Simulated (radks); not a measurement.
The numbers below are computed, except where a source is named.
Q: These are the eigenvalues of the occupied orbitals of an atom or ion with whole-number occupations (hartree). Level of theory: scalar-relativistic Kohn-Sham, PBEsol, spin-polarised, spherical densities, point nucleus (a radial shooting solver on a logarithmic mesh with Libxc functionals).

orbital  eigenvalue
1s up     -3238.988
1s down   -3238.987
2s up     -580.2049
2s down   -580.2044
2p up     -497.7991
2p down   -497.7986
3s up     -140.0768
3s down   -140.0761
3p up     -116.4553
3p down   -116.4547
3d up     -92.37677
3d down   -92.37622
4s up     -32.51900
4s down   -32.51799
4p up     -24.77900
4p down   -24.77784
4d up     -15.82808
4d down   -15.82673
5s up      -6.35440
5s down    -6.35207
4f up      -5.94331
4f down    -5.94184
5p up      -4.20912
5p down    -4.20517
5d up      -1.82417
5d down    -1.80995
6s up      -1.39836

Which element is it, and in what charge state? The configuration may be excited. Open shells, if any, are filled with parallel spins first.

A: Z = 82, lead, charge +3: Pb3+ in [Xe] 4f14 5d10 6s1. The list shows which subshells hold electrons but not how many an open one holds; the 1s level, -3239 hartree, gives Z - s = 80.5 by -(Z - s)^2/2, which with screening and relativity narrows Z to a few neighbours, and the depths of the outer levels then fix element, charge and occupations together.
